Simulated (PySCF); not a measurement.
NMR problem set

No solvent model, single conformer, equivalent nuclei averaged, no relativistic terms. Shielding tensors at PBE0/pcSseg-1 (GIAO); structure optimised with GFN2-xTB; PySCF.

δ = σ(ref) − σ, references computed at the same level: TMS for $^{1}$H (σ = 31.72 ppm), $^{13}$C (σ = 186.93 ppm). Splittings of carbon signals by F and P are missing where no couplings were computed. Where no couplings were computed, multiplicities follow the n + 1 count of equivalent neighbours, and m marks all less simple cases (inequivalent or close neighbours, rings, F or P nearby). Shifts are as computed. Against solution values, carbons near 30 ppm lie about +3 ppm off and those near 130 ppm about +5 ppm; carbons on Cl a further +6 ppm. Of 1309 compounds with measured shifts, 239 miss one by over three times the rms of a fit or turn the order of signals round; such compounds aren't used in these exercises. Carbons bonded to Cl come out too deshielded.

Question: C₃H₇ClOSi₂. $^{1}$H NMR (600 MHz, computed): δ 4.85 (t, 2H), 4.01 (t, 3H), -0.15 (m, 2H). $^{13}$C{$^{1}$H} NMR (computed): δ 195.3 (C), 30.5 (C), -14.1 (CH2). What is it?

Answer: SMILES O=C=C(Cl)[SiH2]C[SiH3]. Rings plus π bonds: 2 (no ring in the answer). 3 carbon signals for 3 carbons: no two carbons are equivalent. Carbon types of the structure: 2 × C, 1 × CH2, leaving 5 H on heteroatoms. δC 195.3: central carbon of a ketene. δC 30.5: terminal carbon of a ketene. δC -14.1: sp3 CH2 bonded to 2 Si; an electropositive neighbour leaves it electron-rich and shielded. δH -0.15: hydrogen on an sp3 CH2 bonded to 2 Si; an electropositive neighbour shields it, as in TMS itself.

The shifts were computed for this structure.

Question: C₅H₃FOSi. $^{1}$H NMR (500 MHz, computed): δ 9.58 (s, 1H), 5.25 (m, 2H). $^{13}$C{$^{1}$H} NMR (computed): δ 180.8 (CH), 102.1 (C), 97.5 (C), 87.7 (C), 77.9 (C). Identify the compound.

Answer: `InChI=1S/C5H3FOSi/c6-8-5-3-1-2-4-7/h4H,8H2`. The formula gives 5 degrees of unsaturation (no ring in the answer). 5 carbon signals for 5 carbons: no two carbons are equivalent. Carbon types of the structure: 4 × C, 1 × CH, leaving 2 H on heteroatoms. δC 180.8: aldehyde carbonyl carbon; the double bond to the heteroatom, with no lone-pair donor beside it, deshields it most. δC 102.1, 97.5, 87.7, 77.9: alkyne carbon; the triple bond shields along its axis, which puts it between sp3 and sp2 carbons. δH 9.58: hydrogen on an aldehyde carbonyl carbon; deshielded by the polar, anisotropic C=O bond. δH 5.25: hydrogen on a silicon bonded to C, F.

The shifts were computed for this structure.
